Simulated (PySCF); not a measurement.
Computed shifts of a molecule C2H5FOSi2, HF/pcSseg-1 in PySCF, GIAO, gas phase, equivalent atoms averaged, in ppm (number of nuclei): ¹⁹F: -180.9 (1). ¹³C: 166.2 (1), 154.9 (1). ²⁹Si: -11.2 (1), -82.0 (1). ¹H: 7.90 (1), 5.03 (2), 4.42 (2). References: ¹⁹F against CFCl3 (σ = 238.5 ppm); ¹³C against TMS (σ = 192.6 ppm); ¹⁷O against H2O (σ = 333.0 ppm); ²⁹Si against TMS (σ = 393.8 ppm); ¹H against TMS (σ = 31.99 ppm), references at their B3LYP-D3(BJ)/def2-TZVP geometries, non-relativistic. The structure is a stationary point at PBE0-D3(BJ)/def2-SVP. Other conformers were not sampled.

Question: Which molecule gave these data?
A. FC1=CO[SiH2][SiH2]1
B. F[Si@H]1OC=C1[SiH3]
C. F[Si@@]1([SiH3])C=CO1
D. C#C[Si@@H](O)[SiH2]F

Answer: A, FC1=CO[SiH2][SiH2]1
